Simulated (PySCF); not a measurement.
2-chloronaphthalene, C10H7Cl.
Atom-mapped SMILES: `[Cl:1][c:2]1[cH:3][cH:4][c:5]2[cH:6][cH:7][cH:8][cH:9][c:10]2[cH:11]1`

Cartesian coordinates in Å at the GFN2-xTB level; atoms count from 1:
```xyz
18
C10H7Cl angstrom
Cl    -3.7239   -1.8396   -0.4005
C     -2.2983   -0.8792   -0.1921
C     -2.4442    0.4862    0.1041
C     -1.3317    1.2603    0.2715
C     -0.0370    0.7120    0.1518
C      1.1270    1.4903    0.3185
C      2.3664    0.9260    0.1986
C      2.4981   -0.4409   -0.0926
C      1.3896   -1.2222   -0.2627
C      0.0968   -0.6701   -0.1461
C     -1.0639   -1.4531   -0.3157
H     -3.4346    0.9044    0.1944
H     -1.4325    2.3112    0.5009
H      1.0203    2.5422    0.5429
H      3.2542    1.5275    0.3264
H      3.4851   -0.8700   -0.1818
H      1.4864   -2.2745   -0.4878
H     -0.9666   -2.5042   -0.5416
```

Probes without a nucleus sit at each ring's centroid and 1 Å off its mean plane on both sides; NICS is minus the shielding there, NICSzz its component along the normal. Level: GIAO PBE0/pcSseg-1 (PySCF, non-relativistic, gas phase) on the GFN2-xTB geometry, one conformer.

Ring bond lengths (Å), with Mayer bond orders in brackets: C2–C3 1.405 (1.24), C3–C4 1.366 (1.55), C4–C5 1.411 (1.27), C5–C10 1.420 (1.26), C10–C11 1.410 (1.25), C11–C2 1.367 (1.45); C5–C6 1.410 (1.27), C6–C7 1.367 (1.55), C7–C8 1.404 (1.31), C8–C9 1.367 (1.55), C9–C10 1.411 (1.27), C10–C5 1.420 (1.26).

Problem. Give the NICS values of each ring in ppm.

Solution. 
```csv
ring,type,NICS(0),"NICS(1), two faces","NICS(1)zz, two faces",rms pucker (Å),"centre to ring atoms, mean (Å)"
C2–C3–C4–C5–C10–C11,6-membered carbocycle; formal bonds all aromatic,-9.4,-11.6 / -11.6,-27.9 / -27.9,0.00,1.40
C5–C6–C7–C8–C9–C10,6-membered carbocycle; formal bonds all aromatic,-8.8,-11.8 / -11.8,-29.2 / -29.2,0.00,1.40
```

Problem. What do they say, and how far can they be read as aromaticity?

Solution. 
- C2–C3–C4–C5–C10–C11: mean NICS(1)zz -27.9 ppm, shielded. The ring is flat and has no four-coordinate atom; by the NICS criterion it is aromatic, though in fused rings the probe also feels the neighbouring ring.
- C5–C6–C7–C8–C9–C10: mean NICS(1)zz -29.2 ppm, shielded, aromatic by this magnetic criterion (flat ring, no four-coordinate atom), though in fused rings the probe also feels the neighbouring ring.

Problem. How equal are the bonds by HOMA? HOMA takes Krygowski's 1993 parameters.

Solution. 
- C2–C3–C4–C5–C10–C11: HOMA 0.86 = 1 − EN − GEO, with mean bond length 1.396 Å, EN = α(Ropt − mean)² = 0.019 and GEO = α × variance = 0.123. The geometric and the magnetic index point the same way.
- C5–C6–C7–C8–C9–C10: HOMA 0.86 = 1 − EN − GEO, with mean bond length 1.396 Å, EN = α(Ropt − mean)² = 0.018 and GEO = α × variance = 0.118. The geometric and the magnetic index point the same way.

Problem. At the second NICS(1) probe listed for ring C2–C3–C4–C5–C10–C11, 1 Å off the ring, what do the in-plane components average?

Solution. The isotropic value is a third of the trace: (3 × -11.6 − (-27.9))/2 = -3.4 ppm.

Problem. How shielded are the nuclei of the rings and their hydrogens (means over atoms taken as equivalent)?

Solution. 
| atoms | environment | σ isotropic (ppm) | principal values of the symmetric part, first atom (ppm) |
| --- | --- | --- | --- |
| C2 | aromatic C–Cl carbon | 43.3 | -52.7, 58.4, 124.3 |
| C3 | aromatic CH carbon | 54.0 | -42.6, 48.5, 156.1 |
| C4 | aromatic CH carbon | 51.7 | -47.0, 42.9, 159.2 |
| C5 | ring-fusion aromatic carbon | 51.6 | -22.2, -18.2, 195.2 |
| C6 | aromatic CH carbon | 52.9 | -49.1, 43.8, 164.2 |
| C7 | aromatic CH carbon | 55.3 | -53.5, 42.0, 177.3 |
| C8 | aromatic CH carbon | 54.2 | -55.6, 40.6, 177.6 |
| C9 | aromatic CH carbon | 53.8 | -47.2, 45.5, 163.2 |
| C10 | ring-fusion aromatic carbon | 49.1 | -22.8, -19.4, 189.4 |
| C11 | aromatic CH carbon | 53.6 | -36.0, 51.8, 145.1 |
| H12 | aromatic hydrogen | 23.94 | 18.7, 24.2, 28.9 |
| H13 | aromatic hydrogen | 23.62 | 18.6, 24.3, 27.9 |
| H14 | aromatic hydrogen | 23.58 | 18.7, 24.0, 28.0 |
| H15 | aromatic hydrogen | 23.87 | 19.6, 25.0, 27.0 |

The list is cut; further classes of hydrogen are left out.

On an Arm Neoverse V2 with one thread, no GPU, shared host, this took 44 s of wall time. This is the whole shielding run at PBE0/pcSseg-1, SCF included.
